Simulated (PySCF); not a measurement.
Compound: BrH4PSi.
Numbering: `[PH2:1][SiH2:2][Br:3]` (hydrogens: H4, H5 on P1; H6, H7 on Si2)

A GFN2-xTB structure was refined with PySCF, PBE0-D3(BJ)/def2-SVP geometry optimisation, gas phase. Its GFN2-xTB values:

```csv
coordinate,GFN2-xTB
P1–Si2,2.257 Å
P1–H4,1.361 Å
Si2–Br3,2.227 Å
Si2–H6,1.464 Å
P1–Si2–Br3,107.8°
P1–Si2–H6,110.3°
P1–Si2–H7,116.1°
Si2–P1–H4,96.2°
Si2–P1–H5,93.2°
Br3–Si2–H6,105.4°
H4–P1–H5,93.3°
H6–Si2–H7,111.8°
```

Problem. How do these coordinates change at the PBE0-D3(BJ)/def2-SVP level?

Solution. 
| coordinate | PBE0-D3(BJ)/def2-SVP (Å or °) | change |
| --- | --- | --- |
| P1–H4 | 1.428 | +0.067 |
| Si2–H6 | 1.490 | +0.026 |
| Si2–Br3 | 2.228 | +0.001 |
| P1–Si2 | 2.256 | -0.001 |
| Si2–P1–H4 | 93.1 | -3.1 |
| Br3–Si2–H6 | 108.4 | +3.0 |
| H6–Si2–H7 | 109.6 | -2.2 |
| P1–Si2–H7 | 114.5 | -1.6 |
| P1–Si2–H6 | 108.9 | -1.4 |
| Si2–P1–H5 | 92.2 | -1.0 |
| H4–P1–H5 | 93.6 | +0.3 |
| P1–Si2–Br3 | 107.8 | 0.0 |

The energy falls by 2.8 kcal/mol over 4 energy and gradient evaluations, the largest force component goes from 0.0352 to 3.7e-04 Eh/bohr, and the atoms move by 0.056 Å rms after alignment. The bond that changes most is P1–H4 (three-coordinate phosphorus to P–H hydrogen), which lengthens by 0.067 Å. Bonds longer at the end by more than 0.005 Å: 4 of 6; shorter: 0. Rotational constants go from 10267, 1537, 1370 to 10176, 1534, 1368 MHz.

The run used 88 basis functions and 25 SCF cycles in all. Time: 9.6 s; peak memory 0.36 GiB. Hardware: one thread, Arm Neoverse V2 (aarch64) (shared host).

Whether it is a minimum is left open (no frequencies). The numbers are those of one conformer.

Conformer computed: `[PH2:1][SiH2:2][Br:3]`: H–P1–Si2–Br3 -76°, H–P1–Si2–Br3 -169°.
